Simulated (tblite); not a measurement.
C₇H₁₄BBr.
Numbering: `[CH2:1]=[C:2]([CH2:3][Br:4])[CH2:5][BH:6][CH:7]([CH3:8])[CH3:9]` (hydrogens: H10, H11 on C1; H12, H13 on C3; H14, H15 on C5; H16 on B6; H17 on C7; H18, H19, H20 on C8; H21, H22, H23 on C9)

Computed with GFN2-xTB (tblite), gas phase: L-BFGS steps from a force-field or distance-geometry start until the largest atomic force falls under 0.01 eV/Å.

At the end of the run (lengths in Å): C9–H23 1.089, C2–C3 1.494, C5–H14 1.091, C9–H21 1.088, C8–H19 1.089, C8–H20 1.088, C3–Br4 1.970, C3–C2–C5 113.3°, C1–C2–C5 125.6°, B6–C7–C9 108.6°, B6–C7–C8 113.6°, C1–C2–C3–Br4 128°, C1–C2–C5–B6 -112°, C2–C5–B6–C7 -147°, H14–C5–B6–C7 92°, H12–C3–C2–C1 -116°.

Problem. These geometries were met on the way; a selection of coordinates is given. Order them by energy above the end point, lowest first.
A. C9–H23 1.090, C2–C3 1.494, C5–H14 1.090, C9–H21 1.089, C8–H19 1.089, C8–H20 1.088, C3–Br4 1.971, C3–C2–C5 113.8°, C1–C2–C5 126.1°, B6–C7–C9 112.6°, B6–C7–C8 114.2°, C1–C2–C3–Br4 103°, C1–C2–C5–B6 -98°, C2–C5–B6–C7 -133°, H14–C5–B6–C7 108°, H12–C3–C2–C1 -141°
B. C9–H23 1.091, C2–C3 1.500, C5–H14 1.091, C9–H21 1.090, C8–H19 1.089, C8–H20 1.089, C3–Br4 1.966, C3–C2–C5 118.9°, C1–C2–C5 121.2°, B6–C7–C9 110.8°, B6–C7–C8 110.3°, C1–C2–C3–Br4 64°, C1–C2–C5–B6 -73°, C2–C5–B6–C7 -66°, H14–C5–B6–C7 174°, H12–C3–C2–C1 -177°
C. C9–H23 1.126, C2–C3 1.526, C5–H14 1.119, C9–H21 1.116, C8–H19 1.113, C8–H20 1.111, C3–Br4 1.947, C3–C2–C5 119.4°, C1–C2–C5 121.1°, B6–C7–C9 110.0°, B6–C7–C8 110.6°, C1–C2–C3–Br4 67°, C1–C2–C5–B6 -75°, C2–C5–B6–C7 -66°, H14–C5–B6–C7 175°, H12–C3–C2–C1 -174°
D. C9–H23 1.090, C2–C3 1.490, C5–H14 1.093, C9–H21 1.089, C8–H19 1.090, C8–H20 1.088, C3–Br4 1.973, C3–C2–C5 113.9°, C1–C2–C5 126.0°, B6–C7–C9 110.3°, B6–C7–C8 114.3°, C1–C2–C3–Br4 112°, C1–C2–C5–B6 -103°, C2–C5–B6–C7 -138°, H14–C5–B6–C7 103°, H12–C3–C2–C1 -132°
E. C9–H23 1.097, C2–C3 1.493, C5–H14 1.095, C9–H21 1.090, C8–H19 1.090, C8–H20 1.086, C3–Br4 1.990, C3–C2–C5 115.9°, C1–C2–C5 123.9°, B6–C7–C9 109.9°, B6–C7–C8 115.2°, C1–C2–C3–Br4 89°, C1–C2–C5–B6 -90°, C2–C5–B6–C7 -120°, H14–C5–B6–C7 122°, H12–C3–C2–C1 -154°

Solution. D (0.050 eV), A (0.089 eV), E (0.153 eV), B (0.250 eV), C (0.403 eV).

| step | E above end (eV) | rms distance from the end, all atoms (Å) | largest force (eV/Å) | rms shift of all bonds from the end (Å) |
| --- | --- | --- | --- | --- |
| 165 | 0.050 | 0.254 | 0.159 | 0.003 |
| 159 | 0.089 | 0.346 | 0.210 | 0.004 |
| 150 | 0.153 | 0.484 | 0.324 | 0.008 |
| 7 | 0.250 | 1.166 | 0.089 | 0.007 |
| 0 | 0.403 | 1.169 | 1.145 | 0.019 |

Rows stand in the order of the answer.
